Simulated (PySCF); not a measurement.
Molfile (atoms numbered from 1):
```
C7H13B
     RDKit          3D

 21 21  0  0  0  0  0  0  0  0999 V2000
    3.4253    0.5124    0.7369 C   0  0  0  0  0  0  0  0  0  0  0  0
    2.5270    0.0909   -0.1543 C   0  0  0  0  0  0  0  0  0  0  0  0
    1.2798   -0.6668    0.1730 C   0  0  0  0  0  0  0  0  0  0  0  0
   -0.0068    0.0938   -0.1518 C   0  0  1  0  0  0  0  0  0  0  0  0
   -0.2168    0.4538   -1.6332 C   0  0  0  0  0  0  0  0  0  0  0  0
   -1.7689    0.5976   -1.7992 B   0  0  0  0  0  0  0  0  0  0  0  0
   -2.4279    0.0415   -0.4895 C   0  0  0  0  0  0  0  0  0  0  0  0
   -1.2814   -0.6646    0.2432 C   0  0  0  0  0  0  0  0  0  0  0  0
    4.3142    1.0738    0.4365 H   0  0  0  0  0  0  0  0  0  0  0  0
    3.3056    0.3065    1.8060 H   0  0  0  0  0  0  0  0  0  0  0  0
    2.6889    0.3220   -1.2154 H   0  0  0  0  0  0  0  0  0  0  0  0
    1.2863   -0.9404    1.2415 H   0  0  0  0  0  0  0  0  0  0  0  0
    1.2685   -1.6166   -0.3959 H   0  0  0  0  0  0  0  0  0  0  0  0
    0.0143    1.0413    0.4200 H   0  0  0  0  0  0  0  0  0  0  0  0
    0.0210   -0.4315   -2.2681 H   0  0  0  0  0  0  0  0  0  0  0  0
    0.4135    1.2688   -2.0201 H   0  0  0  0  0  0  0  0  0  0  0  0
   -2.3479    1.0525   -2.7604 H   0  0  0  0  0  0  0  0  0  0  0  0
   -2.7138    0.9690    0.0552 H   0  0  0  0  0  0  0  0  0  0  0  0
   -3.3597   -0.5358   -0.5885 H   0  0  0  0  0  0  0  0  0  0  0  0
   -1.4104   -0.7203    1.3364 H   0  0  0  0  0  0  0  0  0  0  0  0
   -1.2016   -1.7072   -0.1165 H   0  0  0  0  0  0  0  0  0  0  0  0
  1  2  2  0
  2  3  1  0
  3  4  1  0
  4  5  1  0
  5  6  1  0
  6  7  1  0
  7  8  1  0
  8  4  1  0
  1  9  1  0
  1 10  1  0
  2 11  1  0
  3 12  1  0
  3 13  1  0
  4 14  1  1
  5 15  1  0
  5 16  1  0
  6 17  1  0
  7 18  1  0
  7 19  1  0
  8 20  1  0
  8 21  1  0
M  END
```

Geometry: PBE0-D3(BJ)/def2-SVP; GIAO shifts from PySCF 2.14, gas phase, non-relativistic, averaged over equivalent atoms.

At PBE0/pcSseg-1 (201 basis functions, 30 s wall time on 1 thread of an Arm Neoverse V2, shared host):
| atoms | δ (ppm) |
| --- | --- |
| C2 | 148.4 |
| C1 | 122.3 |
| C3 | 46.0 |
| C4 | 45.4 |
| C5 | 39.5 |
| C8 | 36.9 |
| C7 | 34.0 |
| B6 | 93.1 |
| H17 | 7.95 |
| H11 | 6.30 |
| H10 | 5.36 |
| H9 | 5.27 |
| H12 | 2.38 |
| H16 | 2.26 |
| H19 | 2.03 |
| H20 | 2.03 |
| H13 | 1.76 |
| H14 | 1.46 |
| H21 | 1.01 |
| H18 | 0.73 |
| H15 | 0.18 |

References, each an isolated molecule treated in the same way: 13C (184.41 ppm) and 1H (31.27 ppm) vs TMS; 11B (100.73 ppm) against BF3·OEt2.

What do these become at CAM-B3LYP/pcSseg-1?

Answers


| atoms | δ at CAM-B3LYP/pcSseg-1 | change |
| --- | --- | --- |
| C2 | 151.7 | +3.3 |
| C1 | 124.3 | +2.0 |
| C3 | 46.1 | +0.1 |
| C4 | 45.7 | +0.3 |
| C5 | 39.4 | -0.1 |
| C8 | 36.9 | +0.0 |
| C7 | 33.6 | -0.4 |
| B6 | 96.9 | +3.8 |
| H17 | 7.86 | -0.09 |
| H11 | 6.25 | -0.05 |
| H10 | 5.32 | -0.04 |
| H9 | 5.20 | -0.07 |
| H12 | 2.30 | -0.08 |
| H16 | 2.18 | -0.08 |
| H19 | 1.95 | -0.08 |
| H20 | 1.99 | -0.04 |
| H13 | 1.69 | -0.07 |
| H14 | 1.39 | -0.07 |
| H21 | 0.97 | -0.04 |
| H18 | 0.65 | -0.08 |
| H15 | 0.12 | -0.06 |

Scale: 13C (σref 182.45), 1H (σref 31.33) vs TMS; BF3·OEt2 for 11B (σref 99.35) (reference shieldings calculated alike).

The largest change is at B6 (boron bonded to 2 C, H, in a 5-membered ring). Cost: 201 basis functions, 36 s wall time on 1 thread of an Arm Neoverse V2, shared host. The order of the carbon signals is the same at both levels.

A carbon bonded to boron is broadened by the quadrupolar boron nucleus and is often missing from a measured spectrum.
